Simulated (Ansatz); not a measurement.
**Molecular dynamics, step by step**

CHBrO (SMILES Br.[C-]#[O+]), singlet, PBE0-D4/def2-SVP (Ansatz 0.2.0). Settings (timestep in fs, temperature in K; T counts 6 degrees of freedom):

```yaml
hamiltonian: {xc: pbe0, dispersion: d4}
md: {n_steps: 30, timestep: 1.0, temperature: 100, ensemble: nve, seed: 983, initial_velocities: maxwell_boltzmann}
```

Start (the SMILES describes the start alone):

```xyz
4
angstrom
Br 0.1284 0.0204 -2.5167
H 0.0556 0.0096 -1.0920
C -0.0635 -0.0098 1.2445
O -0.1205 -0.0201 2.3644
```

```tsv
step	time (fs)	potential energy less the start (meV)	kinetic energy (meV)	T (K)
0	0.00	0.0	25.9	100
2	2.00	1.3	24.6	95
4	4.00	9.9	16.3	63
6	6.00	7.5	18.6	72
8	8.00	1.3	24.5	95
10	10.00	8.0	18.1	70
12	12.00	14.8	11.5	44
14	14.00	8.4	17.5	68
16	16.00	7.6	18.2	70
18	18.00	17.6	8.7	33
20	20.00	18.8	7.5	29
22	22.00	11.5	14.4	56
24	24.00	15.1	10.8	42
26	26.00	23.7	2.6	10
28	28.00	18.6	7.5	29
30	30.00	13.7	12.1	47
```

Step 6, positions (Å) and forces (eV/Å):

```csv
atom,x,y,z,Fx,Fy,Fz
Br1,0.129,0.020,-2.518,-0.020,-0.001,0.067
H2,-0.041,0.012,-1.097,0.035,0.002,-0.067
C3,-0.056,-0.004,1.239,-0.110,-0.025,1.369
O4,-0.124,-0.023,2.374,0.096,0.024,-1.369
```

Step 20, positions (Å) and forces (eV/Å):

| atom | x | y | z | Fx | Fy | Fz |
| --- | --- | --- | --- | --- | --- | --- |
| Br1 | 0.130 | 0.020 | -2.520 | -0.042 | -0.001 | 0.040 |
| H2 | -0.215 | 0.019 | -1.133 | 0.078 | 0.003 | -0.045 |
| C3 | -0.043 | 0.008 | 1.246 | -0.185 | -0.058 | 1.522 |
| O4 | -0.128 | -0.031 | 2.381 | 0.150 | 0.055 | -1.517 |

Step 26, positions (Å) and forces (eV/Å):

```tsv
atom	x	y	z	Fx	Fy	Fz
Br1	0.131	0.019	-2.521	-0.016	-0.001	-0.071
H2	-0.255	0.024	-1.149	0.055	0.004	0.074
C3	-0.042	0.013	1.263	0.059	0.067	-1.775
O4	-0.128	-0.033	2.373	-0.098	-0.069	1.771
```

Last step (30):

Br1  (0.131, 0.019, -2.521)
H2  (-0.269, 0.028, -1.151)
C3  (-0.041, 0.016, 1.257)
O4  (-0.129, -0.036, 2.381)
(Å)

Hardware: 2 CPU threads of an Arm Neoverse V1, shared host. Wall time about 24 s.
